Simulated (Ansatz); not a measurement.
A geometry relaxed with B3LYP-D3(BJ)/def2-SVP run with Ansatz (a quantum-chemistry and plane-wave program), charge 0, multiplicity 1:

```xyz
23

H      4.2802    -2.1030     0.1373
C     -1.7365     0.3156    -0.7122
H      1.1177     0.0557     2.8683
C      2.2185    -0.7047     1.2618
H      1.8911    -0.4290    -0.8829
H     -2.3028     2.9955     1.3408
H      2.9802    -1.0506     1.9700
C     -1.8227     2.0977     0.9435
C      1.1260    -0.0982     1.7835
Si    -2.4412    -0.5571    -2.2235
H     -0.1540    -1.1290    -0.4117
C     -0.7039     1.5688     1.5825
H     -2.9212    -1.9272    -1.8741
C     -2.3339     1.4816    -0.2030
H     -0.3080     2.0532     2.4789
H     -1.4019    -0.6985    -3.2863
C      2.5397    -0.9068    -0.1429
H     -3.2129     1.9067    -0.6949
C     -0.0573     0.4207     1.0810
H      3.8300    -1.7177    -1.6321
C      3.6038    -1.6102    -0.5687
C     -0.6067    -0.2007    -0.0561
H     -3.5843     0.2372    -2.7593
```

### Question
Write the SMILES of this molecule.

### Answer
`C=C/C=C\c1cccc([SiH3])c1`
